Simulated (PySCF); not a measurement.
# [Ce(BH4)2]2+ at several levels of theory

Computed with PySCF 2.14.0 (density fitting, no spin-orbit coupling) at the geometry relaxed with PBE0:

```xyz
11
[Ce(BH4)2]2+ (singlet)
Ce    0.0000    0.0000   -0.5394
B     1.8944   -0.0026    0.8876
H     2.7378    0.0252    1.7369
H     0.8727   -0.7518    1.1912
H     2.1911   -0.3209   -0.2963
H     1.2244    1.1041    0.7208
B    -1.8944    0.0026    0.8876
H    -2.7378   -0.0252    1.7368
H    -0.8728    0.7518    1.1913
H    -2.1911    0.3209   -0.2962
H    -1.2244   -1.1041    0.7208
```

| level | basis | state | HOMO (eV) | gap (eV) | charge on Ce1 (e) | population of f-type functions on Ce1 (polarisation alone where 4f lies in the core) | dipole about the centre of mass (D) | largest force component (eV/Å) |
| --- | --- | --- | --- | --- | --- | --- | --- | --- |
| PBE0 | Ce lcecp-2-SVP with ECP46, B def2-SVP, H def2-SVP | singlet | – | – | 1.74 | 0.10 | 1.46 | 0.01 |
| r2SCAN | the same | singlet | – | – | 1.72 | 0.09 | 1.34 | 0.41 |
| PBE0 | Ce lcecp-2-TZVP with ECP46, B def2-TZVP, H def2-TZVP | singlet | – | – | 1.61 | 0.12 | 1.45 | 0.47 |

In the lcecp rows the 4f levels are missing from HOMO and gap, and the state counts the valence alone.

Charges are Mulliken's, which hang on the basis. The relaxation used the grid (50, 194), these runs (75, 302) or, all-electron (x2c bases, spin-free X2C Hamiltonian), (99, 590).

(1) What does TPSS with Ce lcecp-2-SVP with ECP46, B def2-SVP, H def2-SVP give here?

## Answers

(1) state singlet, charge on Ce1 (e) 1.68, population of f-type functions on Ce1 (polarisation alone where 4f lies in the core) 0.09, dipole about the centre of mass (D) 1.38, largest force component (eV/Å) 0.69. Time: 10 s on 2 threads of Arm Neoverse V1 (shared host), from an already converged density.
